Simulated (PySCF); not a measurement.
# A survey of 19F NMR shifts

[PySCF 2.14: GFN2-xTB structure; σ from GIAO-PBE0/pcSseg-1; one conformer; non-relativistic Hamiltonian; gas phase; one averaged value for each set of equivalent atoms]

Shieldings were converted by a linear fit to measured shifts: 19F: δ = 146.13 − 0.903σ +14.6 on sp3 carbon (rms 6.0 ppm, 223 shifts, 7.0 ppm with the 5 outliers that the fit left out vs CFCl3, solution or neat liquid). A few per cent of atoms miss by over 2 rms, more outside the fitted compound classes.

Question: Give the 19F shifts of `C/C=C/[P@H](=O)C(F)=C(F)F`, `FC(F)(F)F`, `FC(F)(F)F`, `C=C1C=C(COC)C(F)=C1F`, `O=C(O)c1ccccc1C(F)(F)F`.

Answer: 
```tsv
compound	environment	δ (ppm)
[CH3:1]/[CH:2]=[CH:3]/[P@H:4](=[O:5])[C:6]([F:7])=[C:8]([F:9])[F:10]	F9: vinylic fluorine	-78.7
[CH3:1]/[CH:2]=[CH:3]/[P@H:4](=[O:5])[C:6]([F:7])=[C:8]([F:9])[F:10]	F10: vinylic fluorine	-107.5
[CH3:1]/[CH:2]=[CH:3]/[P@H:4](=[O:5])[C:6]([F:7])=[C:8]([F:9])[F:10]	F7: vinylic fluorine	-209.3
FC(F)(F)F	fluorine of CF4 (×4)	-65.7
FC(F)(F)F	fluorine of CF4 (×4)	-65.7
[CH2:1]=[C:2]1[CH:3]=[C:4]([CH2:5][O:6][CH3:7])[C:8]([F:9])=[C:10]1[F:11]	F9: vinylic fluorine	-157.5
[CH2:1]=[C:2]1[CH:3]=[C:4]([CH2:5][O:6][CH3:7])[C:8]([F:9])=[C:10]1[F:11]	F11: vinylic fluorine	-168.6
O=C(O)c1ccccc1C(F)(F)F	fluorine of a CF3 group (×3)	-59.1
```
